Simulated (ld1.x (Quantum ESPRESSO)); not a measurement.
# Which change was made? (Sb, TM)

* Element: antimony (Sb)
* Generator: ld1.x (Quantum ESPRESSO) 7.5
* Type: norm-conserving Troullier–Martins (Kleinman–Bylander form)
* Functional: PBEsol
* Relativity: scalar-relativistic
* Frozen core: [Kr] 4d10
* Valence charge: 5
* Reference configuration: 5s2 5p1.5 (charge +1.5)
* Partial waves: 5s (bound): rc 1.45 bohr; 5p (bound): rc 2.40 bohr
* Local potential: all-electron potential smoothed inside 2.00 bohr (lloc = -1)
* Core correction: Bessel-smoothed model core inside 1.00 bohr

Cutoffs, loose and tight: the cutoffs (Ry, on a coarse ladder) from which the occupation-weighted sum of valence levels, in a spherical-Bessel basis at the reference potential, stays within 10 and 1 mRy of its value at 400 Ry. They do not see the model core or the augmentation charge, which bear on the density cutoff. Test errors are all-electron minus pseudo excitation energies from the reference, over the configurations 5s2 5p3; 5s2 5p2; 5s2 5p1; 5s2 5p3.3; 5s1 5p0; 5s2 5p2.5; 5s1 5p3; variants that change the core or the reference have their own tests.

The base gives: outcome: generated; cutoff, loose: 45 Ry; cutoff, tight: 160 Ry; bound ghosts: d; largest test error (meV): -233.

Problem. After one change the result is: outcome: generated; cutoff, loose: 45 Ry; cutoff, tight: 160 Ry; bound ghosts: d; largest test error (meV): -302. Which change was it?
A. wave 5s (bound): rc 1.45 bohr becomes 5s (bound): rc 0.96 bohr
B. wave 5p (bound): rc 2.40 bohr becomes 5p (bound): rc 2.98 bohr
C. type RRKJ; local potential the p channel
D. core correction none

Solution. B. The others give: type RRKJ; local potential the p channel → outcome: failed: compute_chi: n is too large | core correction none → outcome: generated; cutoff, loose: 45 Ry; cutoff, tight: 160 Ry; bound ghosts: d; largest test error (meV): +305 | wave 5s (bound): rc 1.45 bohr becomes 5s (bound): rc 0.96 bohr → outcome: failed: run_pseudo: Errors in PS-KS equation.
